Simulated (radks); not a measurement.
The numbers below are computed, except where a source is named.
Problem. Excited configurations of Sb III: one electron is placed in a higher orbital outside [Kr] 4d10 5s2. The ground configuration is [Kr] 4d10 5s2 5p1. Level of theory: scalar-relativistic Kohn-Sham, LDA (Slater exchange, Perdew-Wang correlation), spin-polarised, spherical densities, point nucleus; open shells are filled with parallel spins first (spin-orbit coupling, left out, can overturn this in heavy ions) (a radial shooting solver on a logarithmic mesh with Libxc functionals). Excitation = E - E(ground); binding = E(ion) - E, where the ion is the core of charge +3; n* = 3/sqrt(2 binding) in atomic units, and the quantum defect is n - n*.

| outer orbital | excitation (eV) | binding (eV) | n* | quantum defect | eigenvalue (eV) | <r> (bohr) |
|---|---|---|---|---|---|---|
| 4f | 16.276 | 8.698 | 3.752 | 0.248 | -6.692 | 4.779 |
| 5d | 11.029 | 13.945 | 2.963 | 2.037 | -11.231 | 3.633 |
| 5f | 19.072 | 5.901 | 4.555 | 0.445 | -4.821 | 8.434 |
| 6s | 10.926 | 14.048 | 2.952 | 3.048 | -12.058 | 4.550 |
| 6p | 13.598 | 11.376 | 3.281 | 2.719 | -9.718 | 5.315 |
| 6d | 17.141 | 7.833 | 3.954 | 2.046 | -6.629 | 7.181 |
| 6f | 20.842 | 4.132 | 5.444 | 0.556 | -3.489 | 13.14 |
| 7s | 17.037 | 7.937 | 3.928 | 3.072 | -6.874 | 7.984 |
| 7d | 19.921 | 5.053 | 4.923 | 2.077 | -4.350 | 11.60 |
| 7f | 21.947 | 3.027 | 6.360 | 0.640 | -2.600 | 18.82 |

Estimate the row for 7p.

Solution. excitation (eV) 18.219; binding (eV) 6.755; n* 4.258; quantum defect 2.742; eigenvalue (eV) -5.834; <r> (bohr) 9.076. The Delta-SCF ionisation energy is 24.974 eV (NIST Atomic Spectra Database: 25.324 eV, measured). Self-interaction in the functional shifts the binding energies and quantum defects, so they are the method's values and not measured ones. Open shells are spherical and high-spin; term and fine-structure splittings are not resolved. Spin-orbit splitting is averaged out at the scalar-relativistic level.
